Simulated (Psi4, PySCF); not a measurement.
The PySCF input:
```python
from pyscf import gto, scf, dft

mol = gto.Mole()
mol.atom = '''
    N    -0.000000   -0.000000   -1.042078
    P     0.000000    0.000000    0.486303
'''
mol.basis = '6-31g*'
mol.charge = 0
mol.spin = 2
mol.verbose = 3
mol.build()

mf = dft.UKS(mol)
mf.xc = 'bhandhlyp'
mf.grids.atom_grid = (99, 590)
mf.grids.prune = None
mf.kernel()
```

Q: Convert this to an input for Psi4.

A: Several could match; the one computed here: 
```
memory 2 GB

molecule {
0 3
N    -0.00000000   -0.00000000   -1.04207804
P     0.00000000    0.00000000    0.48630309
}

set {
  basis 6-31g*
  reference uks
  scf_type pk
  puream true
  d_convergence 1e-8
  dft_radial_points 99
  dft_spherical_points 590
}

energy('bhhlyp')
print_variables()
```

Both were run: PySCF gave -395.861283 Eh and Psi4 -395.861283 Eh, 0.000 mEh apart.
